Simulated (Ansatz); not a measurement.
Isolated molecules relaxed with PBE0-D4/def2-TZVP in Ansatz; ΔE leaves out vibrations. CBS: MP2 limit from def2 TZ/QZ plus the TZ coupled-cluster correction, frozen cores. DFT in def2-TZVPP. B3LYP here is the variant with VWN-RPA as its local correlation; programs differ in this. For Mg outer-core shells are correlated without core-valence functions, which leaves a few kJ/mol of doubt a bond. Each species was taken in one conformer, which may not be the lowest.

`C=C(O)B([SiH3])Cl` + `[OH][Mg][O][SiH3]` → `[SiH3][O][Mg][O][SiH3]` + `C=C(O)BCl`  (cleavage of the Si–B bond)

`C=C(O)B([SiH3])Cl`:

Cartesian coordinates in Å:
```
C 0.999 -1.097 -1.639
C 0.623 -0.258 -0.667
O 1.347 0.838 -0.298
B -0.682 -0.419 0.164
Si -1.162 0.916 1.606
Cl -1.744 -1.771 -0.159
H 0.380 -1.948 -1.884
H 1.916 -0.961 -2.207
H 2.144 0.903 -0.835
H -0.089 0.955 2.638
H -1.286 2.277 1.014
H -2.447 0.565 2.267
```

`[OH][Mg][O][SiH3]`:

Cartesian coordinates in Å:
```
O 0.312 1.500 -2.956
Mg 0.155 0.692 -1.406
O -0.027 -0.079 0.198
Si -0.190 -0.775 1.642
H 0.487 1.695 -3.866
H -1.110 -1.949 1.579
H 1.121 -1.262 2.163
H -0.747 0.178 2.647
```

`[SiH3][O][Mg][O][SiH3]`:

Cartesian coordinates in Å:
```
Si -0.529 -3.321 0.479
O -0.273 -1.745 0.245
Mg 0.006 -0.002 -0.007
O 0.284 1.742 -0.258
Si 0.528 3.321 -0.477
H 0.294 -4.146 -0.453
H -0.179 -3.725 1.871
H -1.961 -3.674 0.252
H 1.541 3.568 -1.544
H -0.731 4.012 -0.880
H 1.020 3.970 0.773
```

`C=C(O)BCl`:

Cartesian coordinates in Å:
```
C -0.300 -0.135 -1.223
C 0.058 0.257 0.009
O 0.405 1.527 0.331
B 0.078 -0.800 1.136
Cl 0.523 -0.380 2.763
H -0.561 -1.169 -1.399
H -0.341 0.546 -2.070
H 0.352 2.085 -0.452
H -0.215 -1.930 0.903
```

**Question.** Is it downhill or uphill in electronic energy at CCSD(T)/CBS, and by how much? (Estimate.)

**Answer.** Computed: Downhill: ΔE = -143.9 kJ/mol.

**Question.** What do these levels give: r2SCAN-D4, B3LYP-D4, ωB97X-V, ωB97M-V, B3LYP, HF/def2-TZVPP, SCS-MP2/def2-TZVPP, CCSD/def2-TZVPP, HF/def2-QZVPP, HF/CBS(def2), MP2/CBS(def2), CCSD/CBS(def2)? (An estimate is asked.)

**Answer.** Computed: r2SCAN-D4 -136.6, B3LYP-D4 -138.7, ωB97X-V -137.4, ωB97M-V -140.2, B3LYP -146.1, HF/def2-TZVPP -172.9, SCS-MP2/def2-TZVPP -152.5, CCSD/def2-TZVPP -146.5, HF/def2-QZVPP -176.3, HF/CBS(def2) -176.7, MP2/CBS(def2) -148.6, CCSD/CBS(def2) -148.0 kJ/mol.

Largest T1 diagnostic among the species: 0.014.

The D4 term adds +7.3 kJ/mol with B3LYP and +4.1 kJ/mol with PBE0; it sums over pairs of atoms, weighted by their polarisabilities, and B3LYP, whose exchange is more repulsive, gets the larger term. From PBE to PBE0 (25 % exact exchange), in def2-TZVPP and without D4, ΔE moves by −8.6 kJ/mol.
